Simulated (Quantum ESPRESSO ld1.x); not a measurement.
The numbers below are computed, except where a source is named.
Task: The mean radii <r> (bohr) of the occupied orbitals of an atom or ion are listed with their occupations. Level of theory: Dirac Kohn-Sham, LDA (Slater exchange, Perdew-Zunger correlation), spin-unpolarised, spherical densities, point nucleus (ld1.x of Quantum ESPRESSO 7.5).

| orbital | occ. | <r> |
|---|---|---|
| 1s1/2 | 2 | 0.03613 |
| 2s1/2 | 2 | 0.1579 |
| 2p1/2 | 2 | 0.1347 |
| 2p3/2 | 4 | 0.1392 |
| 3s1/2 | 2 | 0.4436 |
| 3p1/2 | 2 | 0.4388 |
| 3p3/2 | 4 | 0.4494 |
| 3d3/2 | 4 | 0.4305 |
| 3d5/2 | 6 | 0.4340 |
| 4s1/2 | 2 | 1.131 |
| 4p1/2 | 2 | 1.228 |
| 4p3/2 | 3 | 1.254 |
| 4d3/2 | 2 | 1.610 |
| 4f5/2 | 1 | 3.551 |

Name the element and its charge. Open shells, if any, fill j = l - 1/2 first.

Result: Z = 41, niobium, charge +3: Nb3+ in [Ar] 3d10 4s2 4p5 4d2 4f1. The 1s radius gives Z: for a bare nucleus <r> = (2 gamma + 1)/(2Z) with gamma = sqrt(1 - (Z/c)^2), 0.03547 bohr for Z = 41, and screening makes it slightly larger (0.03613 here). The occupations add up to 38, and the charge is Z minus that.
